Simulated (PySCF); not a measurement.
Excited states of Sn⁴⁺ (tin, charge +4)

Ground state [Kr] 4d10, ¹S. Calculation: PySCF 2.14, in def2-TZVP with the def2 core potential (28 electrons); a scalar-relativistic core potential. Vertical excitation energies in eV without spin-orbit coupling; excited terms of each kind are numbered among those the solver found. Frozen: 4s2 4p6.

```
 term  leading excitation  EOM-EE-CCSD
 1 3D              4d → s       23.292
 1 1D              4d → s       24.000
1 3P°              4d → p       32.953
1 3F°              4d → p       33.466
1 1F°              4d → p       33.849
1 1D°              4d → p       34.401
1 3D°              4d → p       34.432
1 1P°              4d → p       34.465
 1 3S              4d → d       46.608
 1 3G              4d → d       47.364
 1 1G              4d → d       47.523
```

The spin-orbit splitting of the hole, absent here, rivals or exceeds the spacing of these terms, so the LS terms are model states.

The solver can miss terms.
